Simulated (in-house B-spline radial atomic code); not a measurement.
A fraction x of an electron is removed from 3p in the sulfur ion S²⁺, starting from [Ne] 3s2 3p2 and keeping the highest spin. Level of theory: scalar-relativistic (X2C) BHandHLYP, spin-polarised, spherical fractional occupations, Fermi nucleus of rms radius 3.2611 fm; calculated with a B-spline radial code for spherical atoms.

Caution: exact exchange at fractional occupations of open shells leaves self-interaction of up to several eV.

```csv
x,E(x) - E(0) (eV),3p up level (eV)
0,0.0000,-29.940
0.01,0.2999,-30.036
0.19,5.8626,-31.776
0.28,8.7619,-32.653
0.43,13.7702,-34.127
0.5,16.1833,-34.820
0.68,22.6121,-36.614
0.82,27.8366,-38.023
0.99,34.4468,-39.747
1,34.8448,-39.849
```

The exact functional would give a straight line between the two integer points. Deviations E(x) - E(0) - x[E(1) - E(0)], in eV: -0.049 at x = 0.01, -0.758 at x = 0.19, -0.995 at x = 0.28, -1.213 at x = 0.43, -1.239 at x = 0.5, -1.082 at x = 0.68, -0.736 at x = 0.82, -0.05 at x = 0.99.

The curve lies below the straight line by up to 1.239 eV (at x = 0.5): convex, the delocalisation error, to which spherically averaged exact exchange adds.

Task: How well does Slater's transition state (minus the level at half occupation) give the ionisation energy?

Result: It gives 34.820 eV against 34.845 eV from the two total energies; NIST lists 34.86 eV, ground level to ground level. The end point has an open shell averaged over its orbitals, so its exact exchange keeps a self-interaction and this is no true integer point.
